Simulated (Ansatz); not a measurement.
A nudged elastic band was laid between two geometries of BGaH5N (8 atoms, charge 0, multiplicity 1).

Level of theory: RKS PBE-D4/def2-SVP in Ansatz 0.2.0.

```yaml
movable_images: 5
climbing_image: yes
spring: 5.0 eV/Å²
optimiser: quadratic models (default)
start_path: IDPP
force_threshold: 0.05 eV/Å
iteration_limit: 60
end_points: relaxed
```

Image 0:

```xyz
8
Properties=species:S:1:pos:R:3
B -0.777 0.887 -1.333
Ga -0.282 0.191 0.559
N 1.026 -1.061 0.827
H -1.635 0.355 -2.017
H -0.265 1.885 -1.810
H -0.948 0.640 1.925
H 1.288 -1.407 1.752
H 1.594 -1.490 0.095
```

Image 6:

```xyz
8
Properties=species:S:1:pos:R:3
B -0.791 0.878 -1.333
Ga -0.285 0.184 0.556
N 1.042 -1.048 0.828
H -0.304 1.894 -1.801
H -1.630 0.327 -2.024
H -0.961 0.619 1.921
H 1.307 -1.387 1.755
H 1.622 -1.467 0.099
```

(1) What changes between the two ends?

(2) Give the energies along the band, and the barrier.

(3) What is the geometry of the highest image?

(4) What are the harmonic wavenumbers there?

The band took 8 iterations and roughly 90 core-seconds.

## Answers

(1) No bond is made or broken. The dihedral H5–B1–Ga2–N3 goes from -93 to 89°. The two ends are copies of one structure, up to a mirror image or an exchange of like atoms.

(2) It converged. The highest image is number 3 of 0 to 6, 0.064 eV above the ends, which have the same energy within 2 meV. A vibrational analysis at the climbing image gives one clearly imaginary mode, 137i cm⁻¹: a first-order saddle point.

| image | path coordinate (Å) | energy (eV) | dihedral H5–B1–Ga2–N3 (°) |
| --- | --- | --- | --- |
| 0 | 0.00 | 0.000 | -93 |
| 1 | 0.70 | 0.014 | -60 |
| 2 | 1.41 | 0.046 | -30 |
| 3 | 2.11 | 0.064 | 0 |
| 4 | 2.80 | 0.047 | 29 |
| 5 | 3.48 | 0.016 | 58 |
| 6 | 4.17 | 0.000 | 89 |

(3) 
```xyz
8
Properties=species:S:1:pos:R:3:forces:R:3
B -0.896 0.512 -1.417 0.00 0.01 -0.02
Ga -0.518 -0.109 0.552 0.00 0.00 0.01
N 1.250 -0.413 0.957 0.00 0.00 0.01
H -2.015 0.750 -1.835 0.00 0.00 0.00
H 0.019 0.654 -2.211 0.00 0.00 0.00
H -1.458 -0.379 1.793 0.00 0.00 0.00
H 1.599 -0.717 1.869 0.00 0.00 -0.01
H 2.018 -0.299 0.291 0.00 0.00 0.00
```

(4) 137i, 133, 307, 421, 488, 519, 565, 626, 667, 723, 822, 1111, 1471, 1901, 2499, 2595, 3482, 3589 cm⁻¹.

Run time: 94 s on 1 thread of Arm Neoverse V1, with other jobs on the host, peak memory 0.12 GiB.
